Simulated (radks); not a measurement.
Spherical quantum dot in the effective-mass picture: electrons in a well V = -V0 / (1 + exp((r - R)/a)) with V0 = 16.4, R = 4.32, a = 0.42, all in effective atomic units (hartree* = m*/eps^2 hartree, bohr* = eps/m* bohr), one dielectric constant everywhere. Calculated with a radial shooting solver with Libxc functionals: non-relativistic Kohn-Sham, LDA (Slater exchange, Perdew-Wang correlation), spin-polarised, spherical densities. Levels are named by radial order and angular momentum (1s, 1p, 1d, 2s, ...), and open shells are averaged over m.

N = 22, configuration 1s2 1p6 1d10 1f(up 4, down 0). This is the lowest configuration that the search found. Occupied and some empty levels:

level,occupation,eigenvalue (hartree*),<r> (bohr*)
1s up,1,-8.4980,2.479
1s down,1,-8.4595,2.461
1p up,3,-8.2975,2.639
1p down,3,-8.2551,2.631
1d up,5,-7.9744,2.771
1d down,5,-7.9295,2.768
1f up,4,-7.5502,2.884
1f down,0,-7.5039,2.883
2s up,0,-7.4288,1.918
2s down,0,-7.4105,1.921
1g up,0,-7.0377,2.983
1g down,0,-6.9909,2.984
2p up,0,-6.9011,2.247
2p down,0,-6.8775,2.245
2d up,0,-6.3004,2.474
2d down,0,-6.2728,2.472

Energy (hartree*): total -254.736, kinetic 18.029, external -344.89, Hartree 81.193, exchange-correlation -9.0690.
